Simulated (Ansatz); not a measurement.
Input file for Ansatz (a first-principles code): R-wB97M-V/def2-TZVPP on BrGeHO (SMILES [OH][Ge][Br]), a point of a torsion scan.

Ansatz 0.2 input:
```yaml
crystal:
  periodic: [false, false, false]
  atoms:
    - {symbol: O, position_ang: [-1.00558491, 0.22438959, 0.26393220]}
    - {symbol: Ge, position_ang: [0.50881205, 0.91944310, -0.33305385]}
    - {symbol: Br, position_ang: [0.55429620, 2.71166977, 1.19219708]}
    - {symbol: H, position_ang: [-1.47712783, -0.54713439, -0.03378151]}
basis:
  gaussian:
    orbitals: def2-TZVPP
hamiltonian:
  xc: {name: wB97M-V}
scf: {lower_state_search: off}
```

Program output:

```
WARN ansatz: RAYON_NUM_THREADS=1 ignored (pool sized by the plan → 1); use --threads N
Functional definition: wB97M-V
these checks for a lower state are left out or cut short: stability, starts, cluster_reference, orbital_swaps, neighbouring_geometries, increment
integrals: 0.09 GiB planned
1004 factors; their error is unknown
integrals: 0.12 GiB planned
159 factors; integrals over basis functions are off by at most 7.7e-5 eV
mean field: 0.80 GiB planned
mean field evaluation 1: about -128617.9240 eV, gradient 5.3e1 eV
mean field evaluation 2: about -128612.7051 eV, gradient 7.7e1 eV
mean field evaluation 4: about -128622.7204 eV, gradient 2.2e0 eV
mean field evaluation 8: about -128622.7305 eV, gradient 8.3e-2 eV
mean field evaluation 16: about -128623.1450 eV, gradient 4.8e-5 eV
mean field -128623.14502857 eV, -4726.8133959011 hartree, gradient 3.2e-6 eV, S^2 0.000000; 0 other end points of the search recorded, 0 dependent functions left out
reference -128623.14506283 eV, -4726.8133971598 hartree; 38, 38 occupied and 103, 103 virtual orbitals, 1004 factors
Total energy: -128623.14506283 eV, -4726.8133971598 hartree
Checks for a lower state left out: stability, starts, cluster_reference, orbital_swaps, neighbouring_geometries, increment
```

The run converged.

Cost: very roughly 4 core-seconds.
